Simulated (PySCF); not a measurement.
**Ni²⁺: excitation energy**

Ni²⁺ [Ar] 3d8 (3F) → Ni²⁺ [Ar] 3d7 4s1 (5F), as a difference of total energies. Computed with PySCF 2.14 in def2-TZVPPD (6s6p4d2f1g, 67 functions), with the non-relativistic Hamiltonian (point nucleus). Correlated levels: valence and next inner shell: [Ne] frozen. The calculations carry no spin-orbit coupling.

```json
{"method": "UHF", "excitation energy (cm⁻¹)": "46555"}
{"method": "MP2 (valence and next inner shell)", "excitation energy (cm⁻¹)": "62117"}
{"method": "SCS-MP2 (valence and next inner shell)", "excitation energy (cm⁻¹)": "61840"}
{"method": "CCSD (valence and next inner shell)", "excitation energy (cm⁻¹)": "57613"}
{"method": "CCSD(T) (valence and next inner shell)", "excitation energy (cm⁻¹)": "57924"}
```

A first-order spin-orbit estimate (lowest level to lowest level, LS coupling) adds -0.011 eV.
